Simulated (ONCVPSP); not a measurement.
**Reading a pseudo-wave (Sc)**

Columns: radius, all-electron u(r) and pseudo u(r) of the 3p shell (level -34.28 eV) of scandium in the configuration [Ne] 3s2 3p6 3d1 4s1.5 4p0.5; PBE, scalar-relativistic, ONCV scheme, ONCVPSP 4.0.1.

```csv
r (bohr),all-electron,pseudo
0.120,-0.4216,0.0434
0.240,-0.4489,0.1642
0.360,-0.1114,0.3383
0.480,0.2921,0.5326
0.600,0.6220,0.7138
0.720,0.8424,0.8558
0.840,0.9596,0.9447
0.960,0.9958,0.9782
1.080,0.9752,0.9635
1.200,0.9190,0.9133
1.320,0.8430,0.8408
1.440,0.7582,0.7575
1.560,0.6721,0.6718
1.680,0.5891,0.5890
1.800,0.5119,0.5118
1.920,0.4418,0.4417
2.040,0.3792,0.3792
2.160,0.3241,0.3240
2.280,0.2759,0.2759
2.400,0.2343,0.2343
2.520,0.1985,0.1985
2.640,0.1679,0.1678
2.760,0.1417,0.1417
2.880,0.1195,0.1195
3.000,0.1007,0.1007
3.120,0.0847,0.0847
```

(1) How many radial nodes do the two functions have?

(2) At about which radius was the pseudo-wave matched?

(3) Is the pseudo-wave norm-conserving?

## Answers

(1) The all-electron 3p function has n − l − 1 = 1; the pseudo-wave has 0, since the states of the same l below it are removed with the core.

(2) 1.90 bohr. The columns agree to 0.0005 from 1.56 bohr on; several derivatives are matched, so the curves merge somewhat inside the radius.

(3) Yes: the ONCV scheme keeps the norm inside the radius equal to the all-electron one, which fixes the energy derivative of the logarithmic derivative at the level.
